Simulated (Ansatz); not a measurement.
The same path of AsH$_{2}$S (4 atoms, charge -1, multiplicity 1) was run twice with different band settings. Lost on the way: As2–H3. Made: S1–H3.

Computed with Ansatz, RKS B3LYP-D4/def2-SVP.

Relaxed end points:

```xyz
4
Properties=species:S:1:pos:R:3
S -1.670 0.042 0.950
As 0.109 -0.603 -0.129
H 0.248 0.386 -1.352
H 1.314 0.175 0.531
```

```xyz
4
Properties=species:S:1:pos:R:3
S -1.184 0.342 -0.009
As 0.594 -1.102 0.384
H -0.973 0.766 -1.294
H 1.564 -0.006 0.919
```

Common settings: movable images 7; climbing image yes; spring 5.0 eV/Å²; optimiser quadratic models (default); start path through a guess of the saddle point; iteration limit 60; end points relaxed.

| run | force threshold |
| --- | --- |
| 1 | 0.03 eV/Å |
| 2 | 0.2 eV/Å |

(1) What does each run give, and how far can it be trusted?

Answers

(1) Run 1: converged after 6 iterations, highest image 1.295 eV above the first end. A vibrational analysis at the climbing image gives one clearly imaginary mode, 944i cm⁻¹: a first-order saddle point.
Run 2: converged after 5 iterations, highest image 1.295 eV above the first end. The threshold of 0.2 eV/Å is loose, so the images may lie well off the minimum-energy path. Another band between the same ends (7 images) ends at a top of the same energy, where a vibrational analysis finds 1 clearly imaginary mode.
The orbitals stay closed-shell, which can raise the energy where a bond breaks towards radicals; this wasn't checked here. Limits of this set-up: an anion without diffuse functions, the dipole of an ion depends on the origin.
